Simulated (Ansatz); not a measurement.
Born–Oppenheimer molecular dynamics of CH₄Cl₂Sn (8 atoms, charge 0, multiplicity 1). It starts from a relaxed structure.

Method: RKS r2SCAN-D4/def2-SVP in Ansatz 0.2.0.

| Property | Result |
| --- | --- |
| ensemble | NVE (velocity Verlet) |
| time step | 0.5 fs |
| steps asked | 300 |
| starting velocities drawn for | 1500 K |
| masses | H 10 u |
| seed | 38189 |

First frame:

```xyz
8
Properties=species:S:1:pos:R:3
Sn -0.029 -0.053 0.075
H 0.110 0.168 1.764
Cl 2.161 -0.021 -0.799
Cl -1.113 1.862 -0.775
C -1.019 -1.767 -0.734
H -1.561 -2.302 0.058
H -1.723 -1.421 -1.504
H -0.262 -2.424 -1.185
```

Task: How far do the bonds stretch over the last three quarters of this one trajectory? (Pairs bonded in most of those frames.)

Result: 
```csv
bond,mean (Å),spread (Å),shortest,longest
Sn1–H2,1.723,0.048,1.64,1.80
Sn1–Cl3,2.389,0.079,2.26,2.50
Sn1–Cl4,2.360,0.033,2.31,2.41
Sn1–C5,2.173,0.098,1.99,2.32
C5–H6,1.107,0.034,1.03,1.19
C5–H7,1.104,0.050,0.99,1.20
C5–H8,1.117,0.059,1.00,1.24
```

Mean temperature of the second half: 647 K. The conserved energy stayed within 0.15 meV per atom of its start (net change 0.12 meV per atom), so the integration is sound. Over the second half the temperature averaged 0.43 of the 1500 K drawn at the start: a run that starts near a minimum puts about half its kinetic energy into the potential. A run of 0.15 ps of so small a system gives no equilibrium averages.

Time of the run: 19 min on 2 threads of Arm Neoverse V2, with other jobs on the host, peak memory 0.15 GiB.
